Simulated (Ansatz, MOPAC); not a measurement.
System: H₂Se (charge 0, singlet). SMILES: [SeH2]

Atoms: Se1, H2, H3. Bonds: Se1-H2, Se1-H3.

Bond lengths (Å) and angles (degrees) optimised at AM1 with MOPAC; PM6 with MOPAC; PM7 with MOPAC; HF/STO-3G with Ansatz (a program for electronic structure); HF/3-21G with Ansatz; B3LYP/LANL2DZ with Ansatz, each started from the B3LYP-D3(BJ)/def2-TZVP structure (Ansatz) of the last column. A row stands for all coordinates that are equal there. No wavenumbers were computed at HF/STO-3G, B3LYP/LANL2DZ, so these may be saddle points.

```json
[
 {"coordinate": "Se1-H2", "AM1": "1.417", "PM6": "1.462", "PM7": "1.465", "HF/STO-3G": "1.440", "HF/3-21G": "1.471", "B3LYP/LANL2DZ": "1.498", "B3LYP-D3(BJ)/def2-TZVP": "1.470"},
 {"coordinate": "H2-Se1-H3", "AM1": "91.8", "PM6": "89.7", "PM7": "93.8", "HF/STO-3G": "92.5", "HF/3-21G": "93.4", "B3LYP/LANL2DZ": "92.1", "B3LYP-D3(BJ)/def2-TZVP": "91.3"}
]
```

Mean signed difference of all 2 bond lengths from B3LYP-D3(BJ)/def2-TZVP: AM1 -0.054 Å, PM6 -0.008 Å, PM7 -0.006 Å, HF/STO-3G -0.030 Å, HF/3-21G 0.001 Å, B3LYP/LANL2DZ 0.028 Å.
